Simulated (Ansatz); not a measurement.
Consider the ligand exchange at the Si–C bond: `N#C[Si](F)(F)Cl` + HI → `F[Si](F)(Cl)I` + `C#N`.

Gas-phase electronic energies from Ansatz, PBE0-D4/def2-TZVP geometries. CCSD(T)/CBS adds triple-zeta CCSD(T) − MP2 to the extrapolated MP2 energy (def2 sets, frozen cores). This one scheme is used for every species. Functionals use def2-TZVPP. def2 core potentials past Kr. For I outer-core shells are correlated without core-valence functions, which leaves a few kJ/mol of doubt a bond.

Is it downhill or uphill in electronic energy at CCSD(T)/CBS, and by how much? (Estimate.)

The calculation gave: Downhill: ΔE = -12.3 kcal/mol.

What do these levels give: r2SCANh-D4, ωB97X-V, PBE, revPBE, r2SCAN, r2SCAN0, BHLYP, CCSD(T)/def2-SVP, SCS-MP2/def2-TZVPP, HF/def2-QZVPP, MP2/def2-QZVPP, MP2/CBS(def2)? (Estimate.)

Computed: r2SCANh-D4 -11.9, ωB97X-V -11.5, PBE -11.7, revPBE -11.5, r2SCAN -11.6, r2SCAN0 -12.0, BHLYP -10.2, CCSD(T)/def2-SVP -7.9, SCS-MP2/def2-TZVPP -10.2, HF/def2-QZVPP -9.8, MP2/def2-QZVPP -13.0, MP2/CBS(def2) -14.2 kcal/mol.

Largest T1 diagnostic among the species: 0.014.

The D4 term adds −1.2 kcal/mol with B3LYP and −0.6 kcal/mol with PBE0; it sums over pairs of atoms, weighted by their polarisabilities, and B3LYP, whose exchange is more repulsive, gets the larger term. At CCSD(T), def2-SVP lies +4.4 kcal/mol from the extrapolated value and def2-TZVPP +2.7 kcal/mol.

B3LYP here is the variant with VWN-RPA as its local correlation; programs differ in this.
